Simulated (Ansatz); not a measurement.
A barrier at the coupled-cluster level

Start structure (AlH4OF3, singlet), relaxed at PBE0-D4/def2-TZVP:

| atom | x (Å) | y (Å) | z (Å) |
| --- | --- | --- | --- |
| Al1 | -0.2157 | -1.0796 | 0.1451 |
| H2 | -1.3381 | -0.1226 | 0.7887 |
| F3 | -0.7631 | -2.0526 | -1.0658 |
| F4 | 0.9051 | -1.6953 | 1.1979 |
| H5 | 0.5420 | 1.1393 | -0.5577 |
| O6 | 0.9002 | 0.2352 | -0.6998 |
| H7 | -1.1309 | 1.2874 | 0.4853 |
| F8 | -0.7236 | 2.0794 | 0.1318 |
| H9 | 1.8240 | 0.2088 | -0.4254 |

The step: AlH₃OF₂ ([OH2][AlH]([F])[F]) + HF → AlH₂OF₃ ([OH2][Al]([F])([F])[F]) + H₂; bonds formed: Al1–F8, H2–H7; bonds broken: Al1–H2, H7–F8. Ansatz 0.2.0; basis: def2-TZVPP and def2-QZVPP; cores frozen in the correlated methods. Extrapolation: Hartree–Fock as exp(−7.88 √X), correlation as X^−2.97. Energies below are by CCSD(T) at an estimated basis limit (MP2 extrapolated from triple and quadruple zeta, plus CCSD(T) − MP2 in triple zeta).

What are the electronic barrier and the energy of the step, from the start structure to the end structure? (To be estimated.)

Computed: Barrier 0.541 eV; step energy -1.413 eV (downhill); reverse barrier, their difference, 1.954 eV. Barrier and step energy count from the start structure, the reverse barrier from the end structure.

The saddle point: One imaginary mode of 390i cm⁻¹.
```tsv
pair	start (Å)	saddle (Å)	end (Å)
Al1–F8	3.20	2.07	1.66
H2–H7	1.46	1.17	0.75
Al1–H2	1.61	1.68	2.58
H7–F8	0.96	1.05	2.60
```

Zero-point energy (harmonic, PBE0-D4): ZPE is 1.386 eV at the start and 1.314 eV at the saddle, so the barrier goes from 0.541 to 0.469 eV.

No T1 diagnostic of these runs exceeds 0.012. The end structure is not quite a true minimum (one mode of 27i cm⁻¹).

Labels in which every atom is bracketed show which atoms are joined, not bond orders.

For scale, one of the runs: CCSD(T)/def2-TZVPP, 222 basis functions, launched by `ansatz run in.yaml --threads 4 --pin off --events-out ev --progress --plain --max-ram 9574MiB`. The run took 29 s on 4 CPU threads of an Intel Xeon 6975P-C (shared host), with 4.1 GiB of host memory at its peak.
